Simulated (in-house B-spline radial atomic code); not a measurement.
A fraction x of an electron is removed from 3d in Ni2+, starting from [Ar] 3d8 and keeping the highest spin. Computed with a radial B-spline atomic code at the basis-set limit: non-relativistic AM05, spin-polarised, spherical fractional occupations, point nucleus.

| x | E(x) - E(0) (eV) | 3d down level (eV) |
| --- | --- | --- |
| 0 | 0.0000 | -27.405 |
| 0.11 | 3.1153 | -29.243 |
| 0.18 | 5.2038 | -30.431 |
| 0.29 | 8.6553 | -32.328 |
| 0.46 | 14.4047 | -35.327 |
| 0.5 | 15.8321 | -36.044 |
| 0.55 | 17.6569 | -36.946 |
| 0.69 | 23.0081 | -39.509 |
| 0.77 | 26.2283 | -40.997 |
| 0.89 | 31.2833 | -43.260 |
| 1 | 36.1574 | -45.365 |

The exact functional would give a straight line between the two integer points. Deviations E(x) - E(0) - x[E(1) - E(0)], in eV: -0.862 at x = 0.11, -1.305 at x = 0.18, -1.83 at x = 0.29, -2.228 at x = 0.46, -2.247 at x = 0.5, -2.23 at x = 0.55, -1.941 at x = 0.69, -1.613 at x = 0.77, -0.897 at x = 0.89.

The curve lies below the straight line by up to 2.247 eV (at x = 0.5): convex, the delocalisation error that favours fractional charges.

(1) How well does Slater's transition state (minus the level at half occupation) give the ionisation energy?

Answers

(1) It gives 36.044 eV against 36.157 eV from the two total energies; NIST lists 35.19 eV, ground level to ground level.
